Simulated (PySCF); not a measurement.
Give a PBE0-D3(BJ)/def2-SVP geometry of `C[S-]`. (Charge -1.)

```xyz
5
CH3S angstrom
C     -0.0875   -0.0043   -0.0088
S      1.7204    0.1034    0.0302
H     -0.4843   -0.6477   -0.8285
H     -0.5355   -0.4238    0.9221
H     -0.5958    0.9781   -0.1494
```

Orientation and origin are arbitrary. Atoms count from 1 in this order. 

Bonds between heavy atoms (Å): C1–S2 1.812.

The calculation used PBE0-D3(BJ)/def2-SVP geometry optimisation, gas phase (PySCF 2.14.0).

Point group: C3v (tolerance 0.08 Å). No frequency check. The geometry's basis has no diffuse functions, a weakness for an anion.

On an Arm Neoverse V1 with one thread, no GPU (shared host), this took 3.0 s of wall time. These figures are those of the optimisation.


Question: Give a PBE0-D3(BJ)/def2-SVP geometry of Co(SH)2 (`[SH][Co][SH]`) [quartet]. (Quartet state.)

Answer: 
```
atom  x, y, z in Å
Co1    0.0132   -0.0174   -0.0126
S2    -0.0121    0.1254    2.1686
H3     1.2812    0.5214    2.2544
S4     0.0392   -0.1601   -2.1946
H5    -1.2466   -0.5798   -2.2780
```

Orientation and origin are arbitrary. Atoms count from 1 in this order. 

Bonds between heavy atoms (Å): Co1–S2 2.186, Co1–S4 2.187.

Theory: PySCF, PBE0-D3(BJ)/def2-SVP geometry optimisation, gas phase.

Point group: C2h (every atom within 0.08 Å of its image). Whether it is a minimum is left open (no frequencies). ⟨S²⟩ = 3.760 (exact for a quartet: 3.75).

Time: 1.7 min of wall time; peak memory 0.34 GiB. Hardware: one thread of an Arm Neoverse V2, on a shared host. That covers the optimisation of the geometry.


Q: Give a PBE0-D3(BJ)/def2-SVP geometry of InChI=1S/CH6OSi/c1-2-3/h1,3H3.

A: 
Z-matrix in Å and degrees, rows numbered from 1:
```
C 
O   1  1.3992
Si  2  1.6630  1  123.70
H   1  1.1006  2  108.79  3   177.94
H   1  1.1063  2  112.10  3   -62.91
H   1  1.1063  2  112.18  3    58.68
H   3  1.4980  2  110.79  1   -59.05
H   3  1.4867  2  106.64  1  -178.95
H   3  1.4980  2  111.00  1    61.13
```

Si3 (oxygen-bound silicon) is tetrahedral (angles from 106.6° to 111.0°).

Theory: PySCF, PBE0-D3(BJ)/def2-SVP geometry optimisation, gas phase.

Point group: Cs (tolerance 0.08 Å). Whether it is a minimum is left open (no frequencies).

Time: 9.0 s wall; peak memory 0.31 GiB. Hardware: an Arm Neoverse V2 with one thread, no GPU, shared host. These figures are those of the optimisation.
